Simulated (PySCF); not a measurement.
## S: excitation energy

S [Ne] 3s2 3p4 (3P) → S [Ne] 3s2 3p3 3d1 (5D), as a difference of total energies. All numbers are calculated (PySCF 2.14, the spin-free X2C one-electron Hamiltonian (Gaussian nucleus), in aug-cc-pVQZ-DK). Correlated levels: valence: [Ne] frozen. The calculations carry no spin-orbit coupling.

| method | excitation energy (cm⁻¹) | error (cm⁻¹) |
| --- | --- | --- |
| UHF | 66490 | -1199 |
| MP2 (valence) | 71323 | +3634 |
| SCS-MP2 (valence) | 73122 | +5433 |
| CCSD (valence) | 72129 | +4440 |
| CCSD(T) (valence) | 72352 | +4663 |

Reference: 67689 cm⁻¹ (measured; NIST levels, between the centres of gravity of the two terms).

Errors of the correlated levels include the incompleteness of this basis and the frozen core.

The promoted electron is Rydberg-like, and one or two diffuse shells describe it only roughly, which tends to raise the upper state.
